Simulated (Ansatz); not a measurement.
Relaxation of C$_{3}$H$_{7}$AlO (12 atoms, charge 0, multiplicity 1), to a largest force component of 0.015 eV/Å in at most 40 steps.

Method: RKS revPBE/STO-3G (Ansatz).

```xyz
12
Properties=species:S:1:pos:R:3:forces:R:3
C -1.304 -0.605 0.269 -3.32 2.87 -0.64
C 0.110 -0.137 0.242 -0.82 4.36 -1.01
O 0.867 -0.678 1.251 3.40 -2.03 3.17
C 0.874 -0.182 -1.123 -2.93 3.55 -1.96
Al 0.632 1.664 -0.427 1.09 -1.54 0.60
H -1.824 -0.217 1.206 0.36 -0.76 -0.64
H -1.395 -1.663 0.186 -0.49 -1.97 -0.06
H -1.872 -0.088 -0.596 0.52 -1.07 1.02
H 0.656 -0.165 2.128 -0.48 -0.05 -0.14
H 1.830 -0.611 -1.086 1.95 -1.61 -0.44
H 0.127 -0.436 -1.956 1.62 -0.37 0.77
H 1.375 3.062 -0.059 -0.90 -1.39 -0.67
```

**Question.** Where does it end, and by what steps?

**Answer.** The forces met the threshold. Limits of this set-up: minimal basis. After 13 steps the energy has fallen by 1.294 eV; H9 moved furthest, 0.46 Å.

| step | energy less start (eV) | largest force component (eV/Å) | accepted |
| --- | --- | --- | --- |
| 0 | 0.0000 | 4.360 | yes |
| 1 | -1.1473 | 1.831 | yes |
| 2 | -1.2697 | 1.005 | yes |
| 3 | -1.2859 | 0.186 | yes |
| 4 | -1.2888 | 0.099 | yes |
| 5 | -1.2899 | 0.065 | yes |
| 6 | -1.2911 | 0.069 | yes |
| 7 | -1.2912 | 0.115 | yes |
| 8 | -1.2933 | 0.052 | yes |
| 9 | -1.2932 | 0.080 | no |
| 10 | -1.2936 | 0.020 | yes |
| 11 | -1.2937 | 0.025 | yes |
| 12 | -1.2940 | 0.034 | yes |
| 13 | -1.2940 | 0.010 | yes |

```xyz
12
Properties=species:S:1:pos:R:3
C -1.329 -0.481 0.302
C 0.175 -0.021 0.324
O 0.982 -0.783 1.310
C 0.905 -0.065 -1.134
Al 0.751 1.649 -0.389
H -1.839 -0.245 1.261
H -1.419 -1.577 0.134
H -1.893 0.029 -0.508
H 0.463 -0.580 2.192
H 1.873 -0.602 -1.094
H 0.279 -0.499 -1.935
H 1.128 3.119 -0.430
```

Run time: 20 s on 1 thread of Intel(R) Xeon(R) 6975P-C (Granite Rapids), on a shared host, peak memory 0.14 GiB.
